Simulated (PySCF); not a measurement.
**Ionisation energy of F²⁺ by level of theory**

F²⁺ [He] 2s2 2p3 (4S) → F³⁺ [He] 2s2 2p2 (3P), as a difference of total energies. Calculation: PySCF 2.14, in aug-cc-pCVQZ-DK; the spin-free X2C one-electron Hamiltonian (Gaussian nucleus). Correlated levels: valence: 1s2 frozen; valence and next inner shell: nothing frozen. The calculations carry no spin-orbit coupling.

| method | ionisation energy (eV) |
| --- | --- |
| UHF | 62.246 |
| LDA | 63.178 |
| PBE | 62.844 |
| PBE0 | 62.922 |
| r2SCAN | 63.165 |
| BLYP | 62.684 |
| HSE06 | 62.912 |
| M06-2X | 62.687 |
| MP2 (valence) | 62.894 |
| SCS-MP2 (valence) | 62.616 |
| MP2 (valence and next inner shell) | 62.950 |
| SCS-MP2 (valence and next inner shell) | 62.659 |

Task: How much does correlation contribute at MP2 (valence and next inner shell)?

Result: 62.950 − (62.246) = 0.704 eV, measured against UHF.

A first-order spin-orbit estimate (lowest level to lowest level, LS coupling) adds -0.054 eV.

Errors of the correlated levels include the incompleteness of this basis and the frozen core.

For comparison: 62.708 eV (semi-empirical (NIST evaluation); NIST Atomic Spectra Database, ionization energies).
